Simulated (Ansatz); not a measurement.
`[NH2][Ge]([Cl])([Cl])[Cl]` + H₂ → `[Cl][GeH]([Cl])[Cl]` + NH₃ at 700 K and 1 bar (hydrogenolysis of a Ge–N bond).

Computed with Ansatz on PBE0-D4/def2-TZVP structures; ΔE is electronic, products minus reactants. CCSD(T)/CBS adds triple-zeta CCSD(T) − MP2 to the extrapolated MP2 energy (def2 sets, frozen cores). This one scheme is used for every species. For Ge outer-core shells are correlated without core-valence functions, which leaves a few kJ/mol of doubt a bond. Scalar relativity is left out up to krypton. Each species was taken in one conformer, which may not be the lowest.

```tsv
species	CCSD(T)/CBS energy (Eh)	H − E (kJ/mol)	S (J/(mol·K))
`[NH2][Ge]([Cl])([Cl])[Cl]`	-3511.50302	151.3	478.0
H₂	-1.17544	46.8	155.3
`[Cl][GeH]([Cl])[Cl]`	-3456.16971	86.7	406.4
NH₃	-56.50880	116.9	226.5
```

H − E and S are ideal-gas, rigid-rotor, harmonic terms from PBE0-D4/def2-TZVP, for one conformer and one mirror image of each species. For small species the MP2-based limit differs from directly extrapolated CCSD(T) by up to some mEh (0.8 for H₂); such offsets cancel only in part. 1 Eh = 2625.50 kJ/mol, R = 8.31446 J/(mol·K).

Problem. By hand: ΔE, ΔH, ΔS and ΔG.

Solution. ΔE = (-3456.16971) + (-56.50880) − (-3511.50302) − (-1.17544) = -0.00005 Eh = -0.1 kJ/mol. Δ(H − E) = 86.7 + 116.9 − 151.3 − 46.8 = 5.5, so ΔH = 5.4 kJ/mol. ΔS = 406.4 + 226.5 − 478.0 − 155.3 = -0.4 J/(mol·K). ΔG = 5.4 − 700 × (-0.4)/1000 = 5.7 kJ/mol.

Problem. By hand: the equilibrium constant, and the temperature at which ΔG would vanish if ΔH and ΔS stayed fixed.

Solution. log₁₀ K = −ΔG/(RT ln 10) = -0.4. ΔH and −TΔS have one sign here, so there is no such temperature.

The number of gas molecules stays the same, so ΔS is small and ΔH decides. The sign of ΔG lies within the doubt. A doubt of 5 kJ/mol in ΔE shifts log₁₀ K by 0.4 here. Other conformers and mirror images would add mixing entropy, several J/(mol·K) or more a flexible species. These are equilibria of isolated gas molecules and say nothing of rates. Largest T1 diagnostic: 0.009 (customary marks: 0.02 for closed shells, 0.045 for open ones).

ΔS is within the doubt of such terms, so its sign, and with it that verdict, could turn.
